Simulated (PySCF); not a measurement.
Electric field gradients and quadrupole coupling constants

Compound: C₇H₁₁PS₂.
Z-matrix (Å and degrees, GFN2-xTB geometry), rows numbered from 1:
```
C 
C   1  1.5209
C   2  1.5234  1  111.39
P   3  1.8451  2  111.13  1    62.68
S   4  1.9296  3  115.75  2    46.50
C   4  1.8078  3  104.01  2   174.09
C   6  1.4198  4  122.22  3   -92.00
C   7  1.3536  6  112.29  4  -179.55
S   8  1.7212  7  112.16  6     0.30
C   6  1.3639  4  125.32  3    89.04
H   1  1.0889  2  111.00  3    57.17
H   1  1.0909  2  109.70  3   -63.13
H   1  1.0871  2  110.56  3   177.77
H   2  1.0934  1  109.08  3   119.92
H   2  1.0925  1  110.26  3  -121.48
H   3  1.0933  2  111.70  1   -59.07
H   3  1.0965  2  110.45  1  -179.92
H   4  1.4004  3  103.11  2   -82.28
H   7  1.0761  6  122.91  4    -0.36
H   8  1.0718  7  128.55  6   179.87
H  10  1.0727  6  128.23  4    -0.66
```

Field gradients from the PBE0/pcSseg-1 density (PySCF, non-relativistic), principal values in atomic units, ordered |Vxx| ≤ |Vyy| ≤ |Vzz|:

| atom | Vxx | Vyy | Vzz |
| --- | --- | --- | --- |
| S5 | -1.0827 | -1.2237 | 2.3064 |
| S9 | -0.4615 | -1.3460 | 1.8075 |

**Question.** Find the asymmetry η = (Vxx − Vyy)/Vzz and the couplings χ = eQV/h (234.96 MHz × Q in barn × V in au), with Q(33S) = −0.0678 b.

**Answer.** 
```tsv
atom	environment	nucleus	η	χzz (MHz)	χxx (MHz)	χyy (MHz)
S5	sulfur bonded to P	33S	0.06	-36.74	17.25	19.49
S9	thiophene-type sulfur	33S	0.49	-28.79	7.35	21.44
```

**Question.** What is Vzz at S9 in SI units (1 au = 9.71736 × 10²¹ V/m²)?

**Answer.** 1.8075 au = 17.564 × 10²¹ V/m².

**Question.** And the gradient at the other heavy atoms, for which no coupling is worked out here?

**Answer.** 
```json
{"atom": "C1", "environment": "methyl carbon", "Vzz (au)": "0.048", "η": "0.25"}
{"atom": "C2", "environment": "chain CH2 carbon", "Vzz (au)": "0.103", "η": "0.84"}
{"atom": "C3", "environment": "sp3 carbon bound to phosphorus", "Vzz (au)": "0.108", "η": "0.21"}
{"atom": "P4", "environment": "phosphorus bonded to 2 C, S and H", "Vzz (au)": "0.240", "η": "0.94"}
{"atom": "C6", "environment": "substituted aromatic carbon", "Vzz (au)": "0.171", "η": "0.51"}
{"atom": "C7", "environment": "aromatic CH carbon", "Vzz (au)": "0.253", "η": "0.31"}
{"atom": "C8", "environment": "aromatic CH next to a ring sulfur", "Vzz (au)": "-0.266", "η": "0.24"}
{"atom": "C10", "environment": "aromatic CH next to a ring sulfur", "Vzz (au)": "-0.249", "η": "0.13"}
```

**Question.** What couplings would deuterons (Q(2H) = 0.00286 b) have in place of the hydrogens, at this geometry?

**Answer.** 
```csv
atom,bonded to,bond length (Å),Vzz (au),η,χzz (kHz)
H11,C1,1.089,0.3132,0.02,210
H12,C1,1.091,0.3047,0.04,205
H13,C1,1.087,0.3168,0.02,213
H14,C2,1.093,0.2929,0.03,197
H15,C2,1.092,0.3041,0.03,204
H16,C3,1.093,0.3033,0.02,204
H17,C3,1.097,0.2963,0.03,199
H18,P4,1.400,0.1844,0.03,124
H19,C7,1.076,0.3321,0.06,223
H20,C8,1.072,0.3458,0.09,232
H21,C10,1.073,0.3436,0.09,231
```

One conformer (not necessarily the lowest) at the GFN2-xTB geometry, without solvent, vibrations or thermal averaging. GFN2-xTB bond lengths can be off by several hundredths of an ångström, more for odd bonds, and the gradients follow them. With a basis this small, the couplings can be 20 % off.

These values come from a run that also computed NMR shieldings. The run took 73 s wall (with the writing of density and orbital grids) on one thread, Arm Neoverse V1 (aarch64), on a shared host, and the process peaked at 1.2 GiB of memory.
